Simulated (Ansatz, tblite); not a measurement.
Cost and result up the ladder for MoSeBr₄ (6 atoms). Total charge 0; singlet. Geometry: r2SCAN-D4/def2-SVP.

Cartesian coordinates in Å:
```
Mo 0.0062 0.0195 0.0218
Se 0.4598 1.4666 1.6342
Br 1.4168 0.7533 -1.8551
Br -1.8780 1.0407 -1.1857
Br -1.6499 -1.4964 1.0268
Br 1.6451 -1.7837 0.3581
```

Ansatz on 4 threads of Intel Xeon on a shared host; xTB runs through tblite on one thread. Times are rough, summed over both states, and most runs start from the orbitals of an earlier one. No level here is sound enough to serve as a yardstick. The other state is a doublet.

In the def2 sets Mo takes a core potential; there is no spin–orbit coupling. The xTB rows come from tblite.

Raw xTB energies of ions are shifted by several eV.

| level | functions | vertical IE (eV) | remarks |
| --- | --- | --- | --- |
| GFN2-xTB | 54 | 14.38 | – |
| PBE0-D4/def2-SVP | 191 | 9.46 | restricted SCF unstable in HF (singlet) |
| PBE-D4/def2-SVP | 191 | 8.97 | restricted SCF unstable in HF (singlet) |
| GFN1-xTB | 54 | 14.41 | – |

Problem. Estimate how long each takes.

Solution. GFN1-xTB 0.025 s; GFN2-xTB 0.029 s; PBE-D4/def2-SVP 8.4 s; PBE0-D4/def2-SVP 24 s. On shared hardware such times vary by a factor of up to 3.
